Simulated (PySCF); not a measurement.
A calculated (UHF, PySCF 2.14, aug-cc-pCVDZ, the non-relativistic Hamiltonian (point nucleus)) atom or ion has these occupied shells.

```csv
shell,electrons,orbital energy (eV),"rms radius, mean of both spins (bohr)"
1s α,1,-67.655,0.668
1s β,1,-67.182,0.668
2s α,1,-5.343,4.21
```

(1) Name the element and its charge.

Results:

(1) Li (lithium, neutral), in [He] 2s1, 2S determinant.
